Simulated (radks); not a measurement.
All-electron atom: the silver ion Ag2+ in [Kr] 4d9 (the NIST ground configuration).

Method: scalar-relativistic Kohn-Sham, BLYP, spin-polarised, spherical densities, finite nucleus; open shells are filled with parallel spins first (spin-orbit coupling, left out, can overturn this in heavy ions); Fermi nuclear charge, rms radius 4.5454 fm; computed with a radial shooting solver on a logarithmic mesh with Libxc functionals.

Energy parts (hartree):
part                        energy
total                  -5315.41552
kinetic                 5522.20473
electron-nucleus      -12810.58194
Hartree                 2121.96275
exchange-correlation    -149.00106

Orbitals (lengths in bohr, moments of r in powers of bohr):
| orbital | occ. | eigenvalue (hartree) | <r^2> |
|---|---|---|---|
| 1s down | 1 | -931.8252 | 0.001308 |
| 1s up | 1 | -931.8252 | 0.001308 |
| 2s up | 1 | -137.9172 | 0.02146 |
| 2s down | 1 | -137.9102 | 0.02146 |
| 2p up | 3 | -123.8100 | 0.01691 |
| 2p down | 3 | -123.8046 | 0.01690 |
| 3s up | 1 | -25.95684 | 0.1555 |
| 3s down | 1 | -25.95330 | 0.1555 |
| 3p up | 3 | -21.32436 | 0.1570 |
| 3p down | 3 | -21.32032 | 0.1570 |
| 3d up | 5 | -14.01490 | 0.1425 |
| 3d down | 5 | -14.00863 | 0.1425 |
| 4s up | 1 | -4.33119 | 0.9367 |
| 4s down | 1 | -4.30362 | 0.9361 |
| 4p up | 3 | -2.98499 | 1.133 |
| 4p down | 3 | -2.95674 | 1.133 |
| 4d up | 5 | -1.07087 | 2.060 |
| 4d down | 4 | -1.04457 | 2.085 |
| 5s up | 0 | -0.77761 | 7.205 |
| 5s down | 0 | -0.76747 | 7.312 |
| 5p up | 0 | -0.54037 | 10.58 |
| 5p down | 0 | -0.53413 | 10.76 |

The highest occupied level is 4d down at -28.424 eV. The electron density at the nucleus is 1.494e+05 e/bohr^3 (large components only). The density falls to 0.001 e/bohr^3 at r = 3.32 bohr. For comparison, the ionisation energy in NIST's Atomic Spectra Database is 34.8 eV (semi-empirical). In exact Kohn-Sham theory the highest level is minus the ionisation energy, but local and semilocal functionals leave it too shallow, through self-interaction and a potential that decays too fast; potentials with the right tail come closer.
